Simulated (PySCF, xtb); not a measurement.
Si(Cl)3(SMe) (CH3Cl3SSi), SMILES CS[Si](Cl)(Cl)Cl.

GFN2-xTB (xtb 6.7.1) at its own geometry gives an orbital gap of 4.39 eV and a dipole moment of 1.70 D.

The structure is a stationary point at B3LYP-D3(BJ)/def2-SVP. The structure was generated by enumeration, and PubChem lists no compound with its InChIKey, so it may never have been made. One conformer was computed; it need not be the lowest.

Task: What does PBE/def2-TZVP in PySCF give? (An estimate is asked for; the answer gives what the named calculation found.)

Result: gap 4.72 eV (levels -6.40 and -1.68 eV), dipole 2.01 D.
